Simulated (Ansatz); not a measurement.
(HBe-mu-Cl)2 (Be2H2Cl2): single points at one geometry.

```yaml
crystal:
  periodic: [false, false, false]
  atoms:
    - {symbol: Be, position_ang: [0.612102, -0.369872, -1.068315]}
    - {symbol: H, position_ang: [1.248026, -0.754325, -2.178506]}
    - {symbol: Cl, position_ang: [-0.232551, 1.388394, -0.613955]}
    - {symbol: Be, position_ang: [-0.612075, 0.369878, 1.068330]}
    - {symbol: H, position_ang: [-1.248256, 0.754246, 2.178399]}
    - {symbol: Cl, position_ang: [0.232755, -1.388320, 0.614047]}
basis:
  gaussian: {orbitals: def2-SVP, initial_orbitals: start.molden}
hamiltonian: {xc: pbe0, dispersion: d4}
scf: {omitted_lower_state_checks: [starts]}
output: {orbitals: {seedname: orbitals}}
```

The file start.molden holds the orbitals of an earlier run on this structure, at another level or in another basis.

```sh
$ ansatz run in.yaml --threads 4 --pin off --events-out ev --progress --plain --max-ram 3916MiB
```

It prints (some lines left out):

```
Functional definition: PBE0
674 factors; integrals over basis functions are off by at most 3.8e-4 eV
mean field evaluation 1: about -25865.4960 eV, gradient 6.2e0 eV
mean field evaluation 2: about -25865.5946 eV, gradient 7.0e-2 eV
mean field evaluation 4: about -25865.7929 eV, gradient 1.8e-3 eV
mean field -25865.79296122 eV, -950.5503588607 hartree, gradient 3.5e-5 eV, S^2 0.000000; 0 other end points of the search recorded, 0 dependent functions left out
reference -25865.79299907 eV, -950.5503602516 hartree; 22, 22 occupied and 42, 42 virtual orbitals, 674 factors
Total energy: -25865.91735807 eV, -950.5549303604 hartree
Checks for a lower state left out: starts
```

Hardware: 4 threads of Arm Neoverse V1 on a shared host. Wall time 0.6 s.

The first input with `gaussian: {orbitals: def2-TZVPP, initial_orbitals: start.molden}`, `correlation: {method: ccsd_t}` and without the key `hamiltonian` (abridged; 11 s):

```
Functional definition: HF
mean field -25840.28379258 eV, -949.6129142039 hartree, gradient 4.2e-6 eV, S^2 0.000000
10 core orbitals not correlated: weight in the atoms' cores, before any rotation towards them, 1.000 or more for the frozen orbitals, at most 0.000 for the correlated occupied ones
second order -14.69559478 eV of doubles, -0.00000000 eV of singles
cycle   1  -15.74378318 eV  change    -1.0e0 eV  update   6.8e-2
cycle   2  -16.10824633 eV  change   -3.6e-1 eV  update   2.0e-2
cycle   3  -16.13400213 eV  change   -2.6e-2 eV  update   6.3e-3
cycle   4  -16.12736787 eV  change    6.6e-3 eV  update   1.7e-3
cycle   5  -16.12739089 eV  change   -2.3e-5 eV  update   5.3e-4
cycle   6  -16.12741061 eV  change   -2.0e-5 eV  update   1.5e-4
cycle   7  -16.12737925 eV  change    3.1e-5 eV  update   3.9e-5
cycle   8  -16.12738276 eV  change   -3.5e-6 eV  update   1.2e-5
perturbative correction -0.55854514 eV, -0.0205261554 hartree
Total energy: -25856.96972048 eV, -950.2261107442 hartree
Checks for a lower state left out: starts
```

As the first input, with `hamiltonian: {xc: pbe, dispersion: d4}` (abridged; 0.4 s):

```
Functional definition: PBE
mean field -25863.18375232 eV, -950.4544722023 hartree, gradient 6.6e-5 eV, S^2 0.000000
Total energy: -25863.33079966 eV, -950.4598760921 hartree
Checks for a lower state left out: starts
```

The first input with `gaussian: {orbitals: def2-TZVPD, initial_orbitals: start.molden}` (abridged; 1.5 s):

```
Functional definition: PBE0
mean field -25875.44184501 eV, -950.9049487997 hartree, gradient 1.7e-5 eV, S^2 0.000000
Total energy: -25875.56624531 eV, -950.9095204263 hartree
Checks for a lower state left out: starts
```

As the first input, with `gaussian: {orbitals: def2-TZVP, initial_orbitals: start.molden}`, `hamiltonian: {xc: hf}` (abridged; 0.4 s):

```
Functional definition: HF
mean field -25840.26270813 eV, -949.6121393646 hartree, gradient 7.8e-5 eV, S^2 0.000000
Total energy: -25840.26270813 eV, -949.6121393646 hartree
Checks for a lower state left out: starts
```

First input, but with `gaussian: {orbitals: def2-TZVP, initial_orbitals: start.molden}`, `hamiltonian: {xc: {name: revPBE}, dispersion: d4}` (abridged; 0.7 s):

```
Functional definition: revPBE
mean field -25880.19875012 eV, -951.0797618381 hartree, gradient 5.9e-5 eV, S^2 0.000000
Total energy: -25880.61279588 eV, -951.0949777393 hartree
Checks for a lower state left out: starts
```

First input, but with `gaussian: {orbitals: def2-TZVP, initial_orbitals: start.molden}`, `hamiltonian: {xc: {name: wB97X-V}}` (abridged; 2.5 s):

```
Functional definition: wB97X-V
mean field -25881.38139801 eV, -951.1232233466 hartree, gradient 4.0e-5 eV, S^2 0.000000
Total energy: -25881.38139554 eV, -951.1232232558 hartree
Checks for a lower state left out: starts
```

Geometry: PBE0-D4/def2-TZVP.

Correlated methods freeze 10 core orbitals.
